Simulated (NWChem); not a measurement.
System: C2Cl3 cation

Input file for NWChem:

```
start job
memory heap 200 mb stack 900 mb global 1100 mb
charge 1
geometry units angstroms noautosym nocenter noautoz
  Cl    -0.621609    -2.330780     0.000000
  C     -0.244160    -0.814534     0.000000
  C      0.072637     0.458718     0.000000
  Cl     1.709249     0.880269     0.000000
  Cl    -1.176767     1.596974     0.000000
end
basis spherical
  * library def2-svp
end
dft
  xc m05-2x
  iterations 150
end
cosmo
  dielec 11.7
end
task dft energy
```

Excerpt of the output:

```
             Northwest Computational Chemistry Package (NWChem) 7.3.0
             --------------------------------------------------------

                             Geometry "geometry" -> ""
                             -------------------------

 Output coordinates in angstroms (scale by  1.889725989 to convert to a.u.)

  No.       Tag          Charge          X              Y              Z
 ---- ---------------- ---------- -------------- -------------- --------------
    1 Cl                  17.0000    -0.62160900    -2.33078000     0.00000000
    2 C                    6.0000    -0.24416000    -0.81453400     0.00000000
    3 C                    6.0000     0.07263700     0.45871800     0.00000000
    4 Cl                  17.0000     1.70924900     0.88026900     0.00000000
    5 Cl                  17.0000    -1.17676700     1.59697400     0.00000000

 Effective nuclear repulsion energy (a.u.)     301.9858702476

                                 NWChem DFT Module
                                 -----------------

 Summary of "ao basis" -> "ao basis" (spherical)
 ------------------------------------------------------------------------------
       Tag                 Description            Shells   Functions and Types
 ---------------- ------------------------------  ------  ---------------------
 Cl                         def2-svp                 8       18   4s3p1d
 C                          def2-svp                 6       14   3s2p1d

 in cosmo_initialize ...

 solvent parameters
 solvname_short: unkn
 solvname_long:  unknown
 dielec:       11.7000

          ---------------
          -cosmo- solvent
          ---------------
 Cosmo: York-Karplus, doi: 10.1021/jp992097l
 dielectric constant -eps-     =  11.70
 screen = (eps-1)/(eps    )    =   0.91453
 surface charge correction     = lagrangian

   van der Waals surface
 --------------------------

[...]

                                   COSMO solvation results
                                   -----------------------

                 gas phase energy =     -1455.838665336760
                 sol phase energy =     -1455.924016012611
 (electrostatic) solvation energy =         0.085350675851 (   53.56 kcal/mol)

                       DFT Final Molecular Orbital Analysis
                       ------------------------------------

 Vector   29  Occ=2.000000D+00  E=-4.597519D-01
              MO Center=  2.6D-01,  1.2D+00,  1.6D-09, r^2= 3.2D+00
   Bfn.  Coefficient  Atom+Function         Bfn.  Coefficient  Atom+Function
  ----- ------------  ---------------      ----- ------------  ---------------
    59      0.457459  4 Cl pz                77     -0.456848  5 Cl pz
    56      0.357947  4 Cl pz                74     -0.357488  5 Cl pz
    53      0.202511  4 Cl pz                71     -0.202246  5 Cl pz
    45     -0.027939  3 C  d  1

 Vector   30  Occ=2.000000D+00  E=-4.498566D-01
              MO Center=  2.3D-01,  1.1D+00, -2.3D-09, r^2= 3.6D+00
   Bfn.  Coefficient  Atom+Function         Bfn.  Coefficient  Atom+Function
  ----- ------------  ---------------      ----- ------------  ---------------
    58      0.391220  4 Cl py                75     -0.383012  5 Cl px
    55      0.311936  4 Cl py                72     -0.305946  5 Cl px
    76     -0.239705  5 Cl py                57     -0.225978  4 Cl px
    73     -0.191169  5 Cl py                54     -0.180933  4 Cl px
    52      0.175839  4 Cl py                69     -0.171659  5 Cl px

 Vector   31  Occ=2.000000D+00  E=-3.848879D-01
              MO Center= -7.6D-02, -1.4D-01, -4.0D-09, r^2= 4.0D+00
   Bfn.  Coefficient  Atom+Function         Bfn.  Coefficient  Atom+Function
  ----- ------------  ---------------      ----- ------------  ---------------
    24      0.389751  2 C  pz                13     -0.344178  1 Cl pz
    59     -0.324870  4 Cl pz                77     -0.324574  5 Cl pz
    38      0.269078  3 C  pz                27      0.244798  2 C  pz
    10     -0.241639  1 Cl pz                56     -0.232521  4 Cl pz
    74     -0.232354  5 Cl pz                41      0.133894  3 C  pz

 Vector   32  Occ=0.000000D+00  E=-1.767433D-01
              MO Center= -2.5D-01, -8.2D-01,  2.8D-10, r^2= 2.8D+00
   Bfn.  Coefficient  Atom+Function         Bfn.  Coefficient  Atom+Function
  ----- ------------  ---------------      ----- ------------  ---------------
    22      0.542899  2 C  px                25      0.434222  2 C  px
    11     -0.399287  1 Cl px                76     -0.249022  5 Cl py
     8     -0.239676  1 Cl px                58      0.192777  4 Cl py
    57      0.167943  4 Cl px                73     -0.156819  5 Cl py
    23     -0.135207  2 C  py                 5     -0.133748  1 Cl px

 Vector   33  Occ=0.000000D+00  E=-5.465492D-02
              MO Center= -7.5D-02, -1.3D-01, -1.1D-08, r^2= 2.8D+00
   Bfn.  Coefficient  Atom+Function         Bfn.  Coefficient  Atom+Function
  ----- ------------  ---------------      ----- ------------  ---------------
    41     -0.637016  3 C  pz                27      0.582596  2 C  pz
    38     -0.497630  3 C  pz                24      0.447262  2 C  pz
    13     -0.299524  1 Cl pz                59      0.264689  4 Cl pz
    77      0.264559  5 Cl pz                10     -0.140259  1 Cl pz
    56      0.121508  4 Cl pz                74      0.121725  5 Cl pz

[...]
```

Level: M05-2X/def2-SVP, COSMO on the gas-phase geometry. Structure relaxed at the PBE0/def2-SVP level. COSMO prints the solvation energy as gas minus solution, so a positive value is a stabilisation.
